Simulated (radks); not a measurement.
Fractional charge and spin in the 6s shell of thallium: the spin-up occupation runs from 0 to 1 and the spin-down occupation from 0 to 1; the fullest corner is Tl, [Xe] 4f14 5d10 6p(up 0.5, down 0.5) 6s(up 1, down 1). All-electron calculation, scalar-relativistic Kohn-Sham, r2SCAN, spin-polarised, spherical densities, finite nucleus; meta-GGA in the generalised Kohn-Sham scheme; Fermi nuclear charge, rms radius of each element as measured or else 0.836 A^(1/3) + 0.57 fm. Program: a radial shooting solver on a logarithmic mesh with Libxc functionals. Energy (eV) above the fullest corner. The planes named below are the two flat planes that join the four corners, with an edge along up + down = one added electron.

down \ up       0    0.25     0.5    0.75       1
0          35.521  29.216  23.410  18.096  13.255
0.25       29.216  23.512  18.294  13.555   9.279
0.5        23.410  18.294  13.649   9.473   5.748
0.75       18.096  13.555   9.473   5.848   2.663
1          13.255   9.279   5.748   2.663   0.000

Corners above the fullest one (they belong to Tl+ and the next ion): (up 1, down 0) 13.255 eV, (up 0, down 1) 13.255 eV, (up 0, down 0) 35.521 eV. With half an added electron in each spin the energy lies 0.394 eV from the planes, and with half an added electron in spin up alone -0.978 eV. The planes are only a guide here: the flat-plane condition holds for ground states with one frontier orbital, while this shell lies below other occupied shells, so the corners above the fullest one are inner-hole states and not the ground states of those ions.
